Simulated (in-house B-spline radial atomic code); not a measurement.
Whole-atom quantities along the 2-electron series, configuration 1s2. Breit and QED terms are first order and not part of the total energy; the density at the nucleus is averaged over the nuclear charge. Computed with a B-spline radial code for spherical atoms: Dirac-Hartree-Fock, average of the configuration, finite nuclei.

```tsv
ion	Z	E/Z² (Eh)	Σ<r²> (bohr²)	n(0)/Z³ (bohr⁻³)	Lamb diamagnetic shielding (ppm)	repulsion over attraction	Breit energy (eV)	self-energy (eV)	vacuum polarisation (eV)	Dirac less non-relativistic energy (Eh)
Ar16+	18	-0.96975	0.019179	0.68633	633.29	0.017279	2.0136	2.3444	-0.16424	-1.3385
K17+	19	-0.97203	0.017152	0.69598	669.76	0.016368	2.3763	2.8295	-0.2037	-1.6678
Ca18+	20	-0.97416	0.015428	0.70584	706.34	0.015547	2.7803	3.3805	-0.24987	-2.0547
Sc19+	21	-0.97617	0.013949	0.71593	743.04	0.014804	3.2281	4.0023	-0.30346	-2.5057
Ti20+	22	-0.97808	0.01267	0.72652	779.86	0.014128	3.7218	4.6997	-0.36526	-3.0276
V21+	23	-0.97989	0.011557	0.7378	816.82	0.01351	4.2639	5.4775	-0.43605	-3.6278
Cr22+	24	-0.98164	0.010583	0.74929	853.91	0.012944	4.8567	6.3408	-0.51671	-4.3136
Mn23+	25	-0.98333	0.0097251	0.76111	891.15	0.012423	5.5026	7.2946	-0.60811	-5.0932
Fe24+	26	-0.98496	0.0089657	0.77365	928.54	0.011941	6.2039	8.3441	-0.71121	-5.975
Co25+	27	-0.98656	0.0082904	0.78654	966.09	0.011495	6.9631	9.4944	-0.827	-6.9676
```

Question: With what power of Z does the column «vacuum polarisation (eV)» change over this range?

Answer: A fit of the logarithm of its size against log Z from Z = 18 to 27 has slope 3.99.
